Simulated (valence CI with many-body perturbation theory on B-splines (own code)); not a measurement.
# Au XLI: magnetic and hyperfine properties of the levels

Calculated by relativistic CI+MBPT: three valence electrons over a frozen Dirac-Fock core [Kr], radial functions for each j: 9 s, 9 p, 10 d, 8 f, 5 g, 3 h, 1 i, with the one-electron correlation potential Σ1, the two-electron term Σ2, the three-electron term Σ3, Breit, model QED; selected CI, second order for the rest (own B-spline code, finite nucleus).

The last digits are not significant, and no measured levels were compared; by estimate large intervals hold to a few tenths of a per cent, small ones and those within an open d or f shell to about a per cent. Only levels of the ground parity were solved; by the run's estimate the other parity begins above the list, which can be wrong where configurations are misplaced.

A/g_I is the dipole constant over the nuclear g factor μ/I (μ in nuclear magnetons, uniformly magnetised nucleus), B/Q the quadrupole constant per barn. Both hold the static response of the core; the bare values leave it out. Large factors of s and p1/2 electrons are usually good to 5 to 10 %; those of open d and f shells near neutrality can be off by tens of per cent, and small factors of p3/2, d and f electrons come from cancelling terms and can be off by a factor of two or in sign, in half-filled shells by more. B is blank for J = 1/2, where it vanishes, and for nearly pure S terms. Energies count from the lowest level.

Levels are named by their leading jj configuration (3d3/2^4 stands for four electrons in 3d with j = 3/2), which in mixed levels can hold well under half, so a name can repeat and another be missing. Letters in brackets count levels of one name in rising energy.

```
                    Level  E (eV)      g  A/g_I (MHz)  A/g_I bare  B/Q (MHz/b)  B/Q bare
          (4d3/2^3) J=3/2   0.000  0.712        36100       34900       -22600    -21900
(4d3/2^2 4d5/2) J=5/2 [a]  22.574  1.055        20100       19900       -12000    -11700
    (4d3/2^2 4d5/2) J=3/2  25.104  1.186        15800       16000        -4680     -4520
    (4d3/2^2 4d5/2) J=7/2  26.949  1.046        21900       21700         8890      8540
    (4d3/2^2 4d5/2) J=9/2  27.161  1.042        22700       22400        25900     24900
    (4d3/2^2 4d5/2) J=1/2  27.367  1.833       -17600      -15300                       
(4d3/2^2 4d5/2) J=5/2 [b]  36.670  1.261        12600       13000        38300     36900
(4d3/2 4d5/2^2) J=7/2 [a]  49.051  1.117        16200       16200        -2430     -2380
    (4d3/2 4d5/2^2) J=9/2  51.087  1.137        16900       17000         7160      6820
(4d3/2 4d5/2^2) J=3/2 [a]  52.908  1.120        19000       19100       -22800    -22000
    (4d3/2 4d5/2^2) J=1/2  54.165  1.494        -7620       -6390                       
(4d3/2 4d5/2^2) J=5/2 [a]  54.761  1.284         5460        6030        28700     27700
   (4d3/2 4d5/2^2) J=11/2  55.206  1.086        19200       19200        48400     46800
(4d3/2 4d5/2^2) J=5/2 [b]  58.313  1.097        20400       20400       -10300     -9950
(4d3/2 4d5/2^2) J=7/2 [b]  58.765  1.092        19800       19800         9780      9520
(4d3/2 4d5/2^2) J=3/2 [b]  66.771  0.899        31800       31100        30200     29100
          (4d5/2^3) J=9/2  77.397  1.161        13700       13900         3880      3750
          (4d5/2^3) J=3/2  82.974  1.125        14900       14900         2730      2620
          (4d5/2^3) J=5/2  87.361  1.166        13700       13900         3690      3560
```

Problem. Take the isotope of mass number 197, with I = 3/2, μ = 0.1452 μN and Q = 0.547 b. What is the hyperfine structure of (4d3/2^3) J=3/2?

Solution. From the table A = 3500 MHz, B = -12400 MHz. Shifts from the centre of gravity in MHz: F = 0: -28600, F = 1: -12700, F = 2: 6680, F = 3: 4780.
